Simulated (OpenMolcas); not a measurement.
## Multiconfigurational calculation on Nd V

Input:

```
&GATEWAY
Coord
1

Nd 0.0 0.0 0.0
Basis=ANO-R2
Group=XYZ
NoMove
AngMom=0.0 0.0 0.0
AMFI
&SEWARD
* reference wave functions (RASSCF and RASSI steps not shown): 2 electrons in 14 orbitals (4f 5f)
>>> COPY JOB001 $Project.JobIph
&CASPT2
Multistate=18 1 2 3 4 5 6 7 8 9 10 11 12 13 14 15 16 17 18
Frozen=14 9
IPEA=0.25
Imaginary=0.1
MaxIter=60
WThr=0.0 0.3 0.05
PrWF=0.5
NoMix
>>> COPY JOB002 $Project.JobIph
&CASPT2
Multistate=27 1 2 3 4 5 6 7 8 9 10 11 12 13 14 15 16 17 18 19 20 21 22
23 24 25 26 27
Frozen=14 9
IPEA=0.25
Imaginary=0.1
MaxIter=60
WThr=0.0 0.3 0.05
PrWF=0.5
NoMix
```

Launched by
```bash
OMP_NUM_THREADS=1 MOLCAS_MEM=2252 MOLCAS_PROJECT=a pymolcas a.inp > a.log  # once for each step of the input, in one work folder
```

Output, cut to the results:

```
--- CASPT2 ---
Orbital specifications:
      -----------------------

      Symmetry species                           1   2
                                                ag  au
      Frozen orbitals                           14   9
      Inactive orbitals                          1   3
      Active orbitals                            0  14
      Secondary orbitals                        22  16
      Deleted orbitals                           0   0
      Number of basis functions                 37  42
Type of calculation                        MS-CASPT2
      Fock operator                              state-specific
      IPEA shift                                 0.25
      Real shift                                 0.00
      Imaginary shift                            0.10
      The input orbitals will be transformed to quasi-canonical
Reference energy:       -9616.9880734391
      E2 (Non-variational):      -0.2296892721
      Shift correction:          -0.0001571095
      E2 (Variational):          -0.2298463816
      Total energy:           -9617.2179198207
      Residual norm:              0.0000009299
      Reference weight:           0.94746
      Contributions to the CASPT2 correlation energy
      Active & Virtual Only:         -0.0006978512
      One Inactive Excited:          -0.0542576097
      Two Inactive Excited:          -0.1747338112
Reference energy:       -9616.9880734391
      E2 (Non-variational):      -0.2296141335
      Shift correction:          -0.0001569102
      E2 (Variational):          -0.2297710437
      Total energy:           -9617.2178444828
      Residual norm:              0.0000009075
      Reference weight:           0.94750
      Contributions to the CASPT2 correlation energy
      Active & Virtual Only:         -0.0006966991
      One Inactive Excited:          -0.0541663479
      Two Inactive Excited:          -0.1747510866
::    CASPT2 Root  1     Total energy:  -9617.21791982
::    CASPT2 Root  2     Total energy:  -9617.21784448
::    CASPT2 Root  3     Total energy:  -9617.21785502
::    CASPT2 Root  4     Total energy:  -9617.21783131
::    CASPT2 Root  5     Total energy:  -9617.21788315
::    CASPT2 Root  6     Total energy:  -9617.21789161
::    CASPT2 Root  7     Total energy:  -9617.21779014
::    CASPT2 Root  8     Total energy:  -9617.21789303
::    CASPT2 Root  9     Total energy:  -9617.21783321
::    CASPT2 Root 10     Total energy:  -9617.21789232
::    CASPT2 Root 11     Total energy:  -9617.21784164
::    CASPT2 Root 12     Total energy:  -9617.19276387
::    CASPT2 Root 13     Total energy:  -9617.19277145
::    CASPT2 Root 14     Total energy:  -9617.19276746
::    CASPT2 Root 15     Total energy:  -9617.19276863
::    CASPT2 Root 16     Total energy:  -9617.19278502
::    CASPT2 Root 17     Total energy:  -9617.19276944
::    CASPT2 Root 18     Total energy:  -9617.19276289
::    MS-CASPT2 Root  1     Total energy:  -9617.21811116
::    MS-CASPT2 Root  2     Total energy:  -9617.21799799
::    MS-CASPT2 Root  3     Total energy:  -9617.21797001
::    MS-CASPT2 Root  4     Total energy:  -9617.21793153
::    MS-CASPT2 Root  5     Total energy:  -9617.21788339
::    MS-CASPT2 Root  6     Total energy:  -9617.21786571
::    MS-CASPT2 Root  7     Total energy:  -9617.21783327
::    MS-CASPT2 Root  8     Total energy:  -9617.21782507
::    MS-CASPT2 Root  9     Total energy:  -9617.21774528
::    MS-CASPT2 Root 10     Total energy:  -9617.21773524
::    MS-CASPT2 Root 11     Total energy:  -9617.21770501
::    MS-CASPT2 Root 12     Total energy:  -9617.19277414
--- CASPT2 ---
Orbital specifications:
      -----------------------

      Symmetry species                           1   2
                                                ag  au
      Frozen orbitals                           14   9
      Inactive orbitals                          1   3
      Active orbitals                            0  14
      Secondary orbitals                        22  16
      Deleted orbitals                           0   0
      Number of basis functions                 37  42
Type of calculation                        MS-CASPT2
      Fock operator                              state-specific
      IPEA shift                                 0.25
      Real shift                                 0.00
      Imaginary shift                            0.10
      The input orbitals will be transformed to quasi-canonical
Reference energy:       -9616.9533807736
      E2 (Non-variational):      -0.2301929878
      Shift correction:          -0.0001597595
      E2 (Variational):          -0.2303527473
      Total energy:           -9617.1837335210
      Residual norm:              0.0000008588
      Reference weight:           0.94735
      Contributions to the CASPT2 correlation energy
      Active & Virtual Only:         -0.0022504573
      One Inactive Excited:          -0.0532181275
      Two Inactive Excited:          -0.1747244030
Reference energy:       -9616.9533807736
      E2 (Non-variational):      -0.2308725070
      Shift correction:          -0.0001642999
      E2 (Variational):          -0.2310368069
      Total energy:           -9617.1844175805
      Residual norm:              0.0000009155
      Reference weight:           0.94689
      Contributions to the CASPT2 correlation energy
      Active & Virtual Only:         -0.0023449127
      One Inactive Excited:          -0.0537702264
      Two Inactive Excited:          -0.1747573679
::    CASPT2 Root  1     Total energy:  -9617.18373352
::    CASPT2 Root  2     Total energy:  -9617.18441758
::    CASPT2 Root  3     Total energy:  -9617.18360093
::    CASPT2 Root  4     Total energy:  -9617.18497558
::    CASPT2 Root  5     Total energy:  -9617.18358250
::    CASPT2 Root  6     Total energy:  -9617.18320865
::    CASPT2 Root  7     Total energy:  -9617.18321596
::    CASPT2 Root  8     Total energy:  -9617.18370958
::    CASPT2 Root  9     Total energy:  -9617.18395224
...
```

Levels above the lowest, from the spin-orbit matrix with the single-state CASPT2 energies, averaged by term, on its diagonal:

```
Configuration  Term  J  E (cm-1)  Measured (cm-1)      g  Term weight %  Second
          4f2    3H  4       0.0              0.0  0.806             97    3 1G
          4f2    3H  5      2990             2834  1.033            100        
          4f2    3H  6      6100             5743  1.167            100        
          4f2    3F  2      6550             5894  0.673             98    2 1D
          4f2    3F  3      8500             7785  1.084            100        
          4f2    3F  4      8960             8311  1.143             59   39 1G
          4f2    1G  4     12990            12270  1.100             58   41 3F
          4f2    1D  2     24470            20551  0.993             98    2 3F
```

Against the 7 measured excited levels shown (the list in Carvajal Gallego et al., Mon. Not. R. Astron. Soc. 518, 332 (2023)) the mean absolute deviation is 1000 cm-1; the largest miss in energy is 4f2 1D2: computed 24470, measured 20551 cm-1 (+19.1 %).

Term energies are means over components that CASPT2 splits; among the terms shown or strongly mixed into the levels shown the widest spread is 390 cm-1 (4f2 1G). Active for correlation alone: 5f; no level in the range computed is led by a configuration that fills it, so any true level of that kind is missing. Some terms miss by over 15 % even with CASPT2, which points to a basis or an active space too small for the shells correlated. Computed and measured levels are paired by configuration, term and J; levels that our copy of the source lacks, or whose pairing is in doubt (as where it misses far off the trend of its configuration), stay unpaired and out of the deviations. Only configurations of the active space appear. The first state left out of the spin-orbit step lies near 31000 cm-1 above the lowest spin-free state of the reference (among the parities and spins computed), and the list stops at four fifths of that energy or lower.

The CASPT2 steps took 42 min on 1 thread of Arm Neoverse V2, on a shared host; the integral step is not counted.

The term weight is that of the spin-free term in the level, not the purity of its configuration.
